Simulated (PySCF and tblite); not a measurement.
Values are calculated unless marked as measured or tabulated.
C7H10O3, numbered as in [CH3:1]/[C:2]([CH2:3][CH:4]=[O:5])=[C:6](/[CH3:7])[O:8][CH:9]=[O:10].

Geometries GFN2-xTB; weights from PBE0-D3(BJ)/def2-SVP energies and GFN2-xTB thermal corrections, with symmetry numbers and mirror pairs. Conformers within 3 kcal/mol (GFN2-xTB free energy) were kept, 7 at most. Couplings: B3LYP/6-31G* with pcJ-1 on H (gas phase; spin-dipole term only for pairs with B, N, F, Si or P). Couplings are for ¹H. H–H couplings come out 0.1 to 0.9 Hz lower than with pcJ-1 on all atoms. Run with PySCF (density fitting) and tblite.

Torsions listed: C1–C2–C3–C4, C2–C3–C4–O5, C7–C6–O8–C9, C6–O8–C9–O10. Of a mirror pair one member is shown.

```
conformer                  shape  weight %
        1  89°, -112°, -57°, -2°      22.8
        2  -92°, 117°, -57°, -2°      21.3
        3      80°, -5°, 48°, 1°      20.4
        4   98°, 112°, -56°, -3°      18.6
        5     -96°, -5°, 55°, 3°      16.7
```

Not shown: 1 more, 0.3 % in all.

Give the couplings in each conformer and the averages at 298.15 K (pairs that fast motion interchanges averaged).


| coupling | pairs | 1 | 2 | 3 | 4 | 5 | average (Hz) |
| --- | --- | --- | --- | --- | --- | --- | --- |
| ²J(H1,H1) | 3 | -15.8 | -15.8 | -15.7 | -15.7 | -15.6 | -15.7 |
| ²J(H3,H3) | 1 | -12.3 | -12.9 | -20.1 | -12.2 | -20.4 | -15.3 |
| ³J(H3,H4) | 2 | 3.5 | 3.5 | 0.7 | 3.8 | 0.7 | 2.5 |
| ²J(H7,H7) | 3 | -16.4 | -16.4 | -16.2 | -16.8 | -16.2 | -16.4 |


Conformer gaps in def2-SVP on xTB geometries can be 2 kcal/mol too large for S=O, P=O and other polar bonds.